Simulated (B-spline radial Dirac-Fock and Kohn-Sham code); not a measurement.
# Se⁴⁺: photoemission with 534 eV photons

System: Se⁴⁺, [Ar] 3d10 4s2.

Level of theory: the independent-particle Dirac-Slater model, thresholds from Dirac-Fock; a radial atomic solver. The asymmetry parameter β is from the dipole term alone. Kinetic energies are from the vacuum level.

The last column is dσ/dΩ = σ/(4π) · [1 + β P₂(cos θ)] at θ = 0° from the polarisation vector of linearly polarised light.

| subshell | electrons | binding (eV) | kinetic (eV) | σ (kb) | β | dσ/dΩ (kb/sr) |
| --- | --- | --- | --- | --- | --- | --- |
| 3s | 2 | 296.9 | 237.1 | 106 | 2.00 | 25.3 |
| 3p1/2 | 2 | 232.9 | 301.1 | 138 | 1.51 | 27.6 |
| 3p3/2 | 4 | 227.0 | 307.0 | 281 | 1.52 | 56.3 |
| 3d3/2 | 4 | 117.5 | 416.5 | 281 | 1.20 | 49.3 |
| 3d5/2 | 6 | 116.6 | 417.4 | 414 | 1.20 | 72.5 |
| 4s | 2 | 65.56 | 468.4 | 16.2 | 2.00 | 3.87 |

Branching ratios of the spin-orbit partners (statistical value in brackets): 3p 2.03 (2.00), 3d 1.47 (1.50).

Run: 3.9 s of CPU time on 1 thread of Neoverse-N1 (shared host), peak memory 0.33 GiB.

Values without a named source are computed, but for edge energies of neutral atoms, which are taken from tables.
